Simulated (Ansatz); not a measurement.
`OCBCl` + H₂ → `CBCl` + H₂O at 500 K and 1 bar (hydrogenolysis of a C–O bond).

Gas-phase electronic energies from Ansatz, PBE0-D4/def2-TZVP geometries. CCSD(T)/CBS is the MP2 limit (def2-TZVPP, def2-QZVPP) plus CCSD(T) − MP2 in def2-TZVPP, frozen cores. This one scheme is used for every species. Each species was taken in one conformer, which may not be the lowest.

```tsv
species	CCSD(T)/CBS energy (Eh)	H − E (kJ/mol)	S (J/(mol·K))
`OCBCl`	-600.22716	179.9	353.0
H₂	-1.17544	41.0	145.5
`CBCl`	-525.07110	160.2	325.9
H₂O	-76.37941	73.2	206.3
```

H − E and S are ideal-gas, rigid-rotor, harmonic terms from PBE0-D4/def2-TZVP, for one conformer and one mirror image of each species. The MP2-based limit puts H₂ 0.8 mEh under its directly extrapolated value; such offsets cancel only in part. 1 Eh = 2625.50 kJ/mol, R = 8.31446 J/(mol·K).

Problem. By hand: ΔE, ΔH, ΔS and ΔG.

Solution. ΔE = (-525.07110) + (-76.37941) − (-600.22716) − (-1.17544) = -0.04791 Eh = -125.8 kJ/mol. Δ(H − E) = 160.2 + 73.2 − 179.9 − 41.0 = 12.5, so ΔH = -113.3 kJ/mol. ΔS = 325.9 + 206.3 − 353.0 − 145.5 = 33.7 J/(mol·K). ΔG = -113.3 − 500 × (33.7)/1000 = -130.2 kJ/mol.

Problem. By hand: the equilibrium constant, and the temperature at which ΔG would vanish if ΔH and ΔS stayed fixed.

Solution. log₁₀ K = −ΔG/(RT ln 10) = 13.6. ΔH and −TΔS have one sign here, so there is no such temperature.

ΔH outweighs TΔS. A doubt of 5 kJ/mol in ΔE shifts log₁₀ K by 0.5 here. Other conformers and mirror images would add mixing entropy, several J/(mol·K) or more a flexible species. Modes under 60 cm⁻¹, often nearly free rotors, make the harmonic entropy too high. These are equilibria of isolated gas molecules and say nothing of rates. Largest T1 diagnostic: 0.011 (customary marks: 0.02 for closed shells, 0.045 for open ones).
